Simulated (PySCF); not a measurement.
Stepwise substitution at one centre (Al OH-NH2). Gas-phase values, no solvent. One relaxed conformer stands for each flexible species; it need not be the lowest. Strings in code marks are SMILES.

The four lowest singlet excitations (Tamm–Dancoff). The numbers are results of TPSSh-D3(BJ)/def2-TZVP // B3LYP-D3(BJ)/def2-TZVP (PySCF 2.14.0), not measurements. Excitations are Tamm–Dancoff values on a coarser integration grid. The basis has no diffuse functions, so Rydberg states are missing or too high.

| state | energy (eV) | wavelength (nm) | oscillator strength |
|---|---|---|---|
| S1 | 6.69 | 185 | 0.000 |
| S2 | 6.69 | 185 | 0.000 |
| S3 | 7.51 | 165 | 0.000 |
| S4 | 7.53 | 165 | 0.066 |

**Question.** Identify which member gives these states.
(A) `[NH2][Al]([NH2])[NH2]`
(B) `[OH][Al]([OH])[OH]`
(C) `[NH2][Al]([NH2])[OH]` (N–Al–O–H torsion 0°)
(D) `[NH2][Al]([OH])[OH]` (O–Al–O–H torsion 0°, O–Al–O–H torsion -180°)

**Answer.** B, `[OH][Al]([OH])[OH]`
